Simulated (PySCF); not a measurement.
**Al⁺: ionisation energy**

Al⁺ [Ne] 3s2 → Al²⁺ [Ne] 3s1 [3s1/2^1, M_J = 1/2], as a difference of total energies. All numbers are calculated (PySCF 2.14, the two-component X2C-1e Hamiltonian, in an even-tempered Gaussian basis (22 s from 0.026 bohr⁻², ratio 2.4; 15 p from 0.034 bohr⁻², ratio 2.4; 6 d from 0.3 bohr⁻², ratio 2.6; 5 f from 0.44 bohr⁻², ratio 2.6)). Correlated levels: 1s2 frozen; the 54 highest virtual spinors dropped. "Screened" scales the spin-orbit matrix elements by Boettger's factors to mimic the two-electron term; Breit and QED terms are absent.

```json
{"method": "GHF (screened spin-orbit)", "ionisation energy (eV)": "17.551", "error (eV)": "-1.278"}
{"method": "GMP2 (screened spin-orbit)", "ionisation energy (eV)": "18.568", "error (eV)": "-0.261"}
```

Reference: 18.829 eV (measured; NIST Atomic Spectra Database, ionization energies).

MP2 underrates the near-degeneracy of ns² with np² in the lower species.
